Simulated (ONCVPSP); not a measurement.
## Which change was made? (Sb, ONCV)

ONCVPSP 4.0.1 input, shortened (lines: element, Z, core and valence counts, functional; n l f; lmax; l rc ep ncon nbas qcut; lloc lpopt rc5 dvloc0; l nproj debl; icmod fcfact rcfact), PBE, scalar-relativistic:

```
  Sb 51.00    9    2        4      upf
    1    0    2.00
    2    0    2.00
    2    1    6.00
    3    0    2.00
    3    1    6.00
    3    2   10.00
    4    0    2.00
    4    1    6.00
    4    2   10.00
    5    0    2.00
    5    1    3.00
    1
    0    2.05    0.00    3    8    2.90
    1    1.85    0.00    3    6    4.30
    4    4    1.70    0.00
    0    2    2.40
    1    3    3.00
    3    3.00    1.30
```

Cutoffs, loose and tight: the cutoffs (Ha) at which the residual kinetic energy of the hardest occupied pseudo-wave falls to 1 and 0.1 mHa per electron. They do not see the model core or the augmentation charge, which bear on the density cutoff. Test errors are all-electron minus pseudo excitation energies from the reference, over the configurations 5s2 5p2; 5s2 5p1; 5s2 5p0; 5s1 5p4; variants that change the core or the reference have their own tests.

The base gives: outcome: generated; cutoff, loose: 20 Ha; cutoff, tight: 50 Ha; bound ghosts: p; GHOST(+) flags above zero: s, p; largest test error (meV): -107.

Question: After one change the result is: outcome: generated; cutoff, loose: 26 Ha; cutoff, tight: 57 Ha; bound ghosts: p; GHOST(+) flags above zero: s, p; largest test error (meV): -106. Which change was it?
A. s: qcut 4.2; p: qcut 6.2
B. s: qcut 3.3; p: qcut 4.8
C. s: qcut 2.8; p: qcut 4.1
D. s: qcut 3; p: qcut 4.5

Answer: C. The others give: s: qcut 4.2; p: qcut 6.2 → outcome: failed: ERROR pspot: first pseudo wave function has node, program will stop | s: qcut 3; p: qcut 4.5 → outcome: generated; cutoff, loose: 16 Ha; cutoff, tight: 48 Ha; bound ghosts: p; GHOST(+) flags above zero: s, p; largest test error (meV): -108 | s: qcut 3.3; p: qcut 4.8 → outcome: generated; cutoff, loose: 7.1 Ha; cutoff, tight: 43 Ha; bound ghosts: p; GHOST(+) flags above zero: s; largest test error (meV): -111.
